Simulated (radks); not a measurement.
Results of a calculation; reference values are marked as such.
Effect of the nuclear size on the oxygen ion O5+, [He] 2s1. Code: a radial shooting solver on a logarithmic mesh with Libxc functionals. Model: Dirac Kohn-Sham, PBE, spin-unpolarised, spherical densities, finite nucleus; Fermi nuclear charge, rms radius 2.6991 fm. The rms radius is varied about that value; shifts are against it.

| rms radius (fm) | total energy shift (eV) | density at nucleus (e/bohr^3) | 1s1/2 shift (meV) |
|---|---|---|---|
| 2.251 | -0.000117 | 321.8 | -0.046 |
| 2.583 | -0.0000321 | 321.6 | -0.013 |
| 2.6991 | 0 | 321.5 | 0.000 |
| 2.8556 | 0.0000455 | 321.5 | 0.018 |
| 3.2173 | 0.000160 | 321.3 | 0.064 |

Slopes of the eigenvalues against <r^2> in GHz/fm^2, as finite differences over the two radii next to the reference (eigenvalue slopes, not the field-shift constants of lines): 1s1/2 5.04.
